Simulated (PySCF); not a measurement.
## Argon: a sound run and one with changed settings

Sound run: Ar+ [Ne] 3s2 3p5, Ar(2+) [Ne] 3s2 3p4. All numbers are calculated (PySCF 2.14, scalar relativity by spin-free X2C-1e, in x2c-SVPall). The sound run starts from symmetry-adapted Hartree-Fock orbitals and uses a fine grid where one is needed.

Changed run: 26 angular points. This setting is unsound on purpose.

```csv
species,method,sound run (hartree),changed run (hartree),converged
Ar+,UHF,-527.87589,-527.87589,yes
Ar+,PBE0,-528.41331,-528.41322,yes
Ar+,TPSS,-528.59234,-528.59243,yes
Ar(2+),UHF,-526.89645,-526.89645,yes
Ar(2+),PBE0,-527.39081,-527.39066,yes
Ar(2+),TPSS,-527.56970,-527.56985,yes
```

Ionisation energy of Ar+:

| method | sound run (eV) | changed run (eV) |
| --- | --- | --- |
| UHF | 26.652 | 26.652 |
| PBE0 | 27.824 | 27.825 |
| TPSS | 27.827 | 27.826 |

A coarse angular grid integrates products of high-l functions wrongly, so density functionals can shift, and the SCF can exploit the error; Hartree-Fock and MP2 need no grid.

For comparison, NIST gives 27.630 eV between the lowest levels.
